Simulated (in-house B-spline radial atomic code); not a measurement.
Values are calculated unless marked as measured or tabulated.
## He ion on N atom: potential, deflection and energy transfer

The pair potential comes from two frozen, spherical free-atom densities (PBE, B-spline radial code, scalar-relativistic past argon): electrostatics plus the change in Thomas-Fermi kinetic and Dirac exchange energy where they overlap, the recipe behind the universal ZBL potential, which averages such potentials (from solid-state densities) over many pairs. It is written V = (Z1 Z2 e²/r) φ(r/a), with e² = 14.3996 eV·Å and a = 0.46850 Å/(Z1^0.23 + Z2^0.23); ZBL's fit is φ = 0.18175 e^(−3.1998x) + 0.50986 e^(−0.94229x) + 0.28022 e^(−0.4029x) + 0.02817 e^(−0.20162x). Where φ falls below 4e-4 it is continued as an exponential.

Masses 4.0 and 14.01 u.

```json
{"x = r/a": "0.1", "φ, this pair": "0.9125", "φ, ZBL": "0.8928"}
{"x = r/a": "0.5", "φ, this pair": "0.6508", "φ, ZBL": "0.6096"}
{"x = r/a": "1.5", "φ, this pair": "0.3499", "φ, ZBL": "0.2995"}
{"x = r/a": "3", "φ, this pair": "0.1503", "φ, ZBL": "0.1292"}
{"x = r/a": "5", "φ, this pair": "0.06055", "φ, ZBL": "0.05224"}
{"x = r/a": "8", "φ, this pair": "0.01621", "φ, ZBL": "0.01705"}
{"x = r/a": "12", "φ, this pair": "0.00192", "φ, ZBL": "0.00474"}
```

(1) At x = 4 the electrostatic, kinetic and exchange parts are -6.57, 42.34 and -8.36 eV. Find r, V and φ.

(2) The ion comes in at 0.1514 keV with impact parameter 0.3423 Å. The scattering integral gives a centre-of-mass angle of 62.37° and a closest approach of 2.927 a. What are the reduced energy, the energy passed on and the laboratory angles?

Answers

(1) a = 0.46850/(1.1728 + 1.5645) = 0.17115 Å, so r = 0.68461 Å. V = -6.57 + 42.34 + (-8.36) = 27.41 eV. The bare repulsion is 2 × 7 × 14.3996/0.68461 = 294.47 eV, so φ = 0.0931, +16.0 % against ZBL's 0.0803. The kinetic (Pauli) term is 154 % of V here, as the other two terms together attract.

(2) ε = E a M2/(Z1 Z2 e² (M1 + M2)) = 151.4 × 6.6043e-04 = 0.1. The most that one collision can pass on is γE with γ = 4 M1 M2/(M1 + M2)² = 0.6911. Here T = γE sin²(θ/2) = 0.6911 × 151.4 × 0.2681 = 28.05 eV. The ion turns by arctan(sin θ/(cos θ + M1/M2)) = 49.8°, and the struck atom leaves at (180° − θ)/2 = 58.8°. The closest approach is 0.501 Å. With ZBL the angle would be 57.39° and T = 24.13 eV.
